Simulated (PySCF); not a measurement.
A PySCF script (with the pyscf-properties extension) for the NMR shieldings of SMILES N#C[C@@H]1S[C@@H]1CS[SiH3], C4H7NS2Si, on a GFN2-xTB geometry:

```python
import basis_set_exchange as bse
import numpy as np
from pyscf import gto, dft
from pyscf.prop import nmr

atoms = """
N    -0.938282    0.537146    2.542985
C    -1.440925    0.545977    1.514776
C    -2.046695    0.532419    0.230758
S    -2.746603   -1.060617   -0.307343
C    -1.326543   -0.118025   -0.905270
C     0.037130   -0.699064   -0.687169
S     1.275731    0.658546   -0.784227
Si    2.554859    0.185910    0.885191
H    -2.671445    1.396573    0.024318
H    -1.465441    0.334985   -1.881784
H     0.277928   -1.419367   -1.469102
H     0.106381   -1.177162    0.288956
H     3.021012   -1.179730    0.664314
H     3.607180    1.174785    0.749028
H     1.751300    0.295613    2.091034
"""
names = dict.fromkeys(["N", "C", "S", "Si", "H"], "pcSseg-1")
basis = {el: gto.basis.parse(bse.get_basis(n, elements=[el], fmt="nwchem")) for el, n in names.items()}
mol = gto.M(atom=atoms, basis=basis, charge=0, verbose=0)
mf = dft.RKS(mol, xc="PBE0")
mf.grids.level = 2
mf.grids.alignment = dft.numint.BLKSIZE   # the property module wants whole blocks of grid points
mf.conv_tol = 1e-9
mf.kernel()

calc = nmr.RKS(mf)   # GIAO
C = mf.mo_coeff
Co = C[:, mf.mo_occ > 0]
resp = mf.gen_response(singlet=True, hermi=2)
def vind(x):   # induced exchange potential for any number of trial vectors
    d = np.einsum("pi,xij,qj->xpq", C, 2 * x.reshape(-1, C.shape[1], Co.shape[1]), Co, optimize=True)
    return np.einsum("xpq,pi,qj->xij", resp(d - d.transpose(0, 2, 1)), C, Co, optimize=True).ravel()
mo1, _ = nmr.rhf.solve_mo1(calc, with_cphf=vind)
sigma = calc.kernel(mo1)
for i, s in enumerate(sigma):   # ppm
    w = np.linalg.eigvalsh((s + s.T) / 2)
    print("%2d %-2s iso %8.1f  s11 %8.1f  s22 %8.1f  s33 %8.1f" % (i, mol.atom_pure_symbol(i), w.mean(), *w))
```

Problem. Give the expected output.

Solution. 
```
 0 N  iso    -38.6  s11   -220.1  s22   -190.9  s33    295.2
 1 C  iso     63.0  s11    -54.7  s22    -45.8  s33    289.3
 2 C  iso    164.6  s11    137.9  s22    163.9  s33    192.2
 3 S  iso    557.1  s11     80.2  s22    625.5  s33    965.7
 4 C  iso    141.6  s11     99.6  s22    153.9  s33    171.3
 5 C  iso    149.2  s11    122.6  s22    151.3  s33    173.7
 6 S  iso    677.9  s11    492.0  s22    583.5  s33    958.3
 7 Si iso    399.8  s11    357.4  s22    391.3  s33    450.6
 8 H  iso     28.6  s11     21.7  s22     25.2  s33     39.0
 9 H  iso     28.4  s11     21.3  s22     27.3  s33     36.6
10 H  iso     28.0  s11     20.8  s22     28.5  s33     34.6
11 H  iso     29.7  s11     24.5  s22     31.9  s33     32.6
12 H  iso     27.1  s11     23.0  s22     25.2  s33     33.0
13 H  iso     27.2  s11     23.4  s22     24.5  s33     33.6
14 H  iso     26.4  s11     21.1  s22     27.3  s33     30.9
```

These numbers come from an equivalent density-fitted implementation of the same equations, which agrees with the script to about 0.01 ppm for H and up to a few tenths of a ppm for heavy atoms, so last digits may differ.

Problem. Turn these shieldings into chemical shifts. δ = σ(ref) − σ, references computed at the same level: 15N (σ = 267.73 ppm) against NH3; TMS for 13C (σ = 186.93 ppm), 29Si (σ = 349.16 ppm), 1H (σ = 31.72 ppm); 33S (σ = 503.73 ppm) vs CS2.

Solution. Averaging equivalent atoms: N 0: 306.3; C 1: 124.0; C 4: 45.3; C 5: 37.7; C 2: 22.3; S 3: -53; S 6: -174; Si 7: -50.6; H 12/13/14: 4.82; H 10: 3.74; H 9: 3.29; H 8: 3.12; H 11: 2.04 ppm. Experimental scales use liquid or dissolved standards, which lie at an offset from isolated NH3 (liquid NH3: subtract about 20 ppm). Unscaled 15N shifts of sp2 nitrogen come out 20 to 40 ppm too high even then.

Size and cost of the density-fitted run: 192 basis functions, 86 s wall time on 1 thread of an Intel Xeon, shared host; peak memory 0.9 GiB.
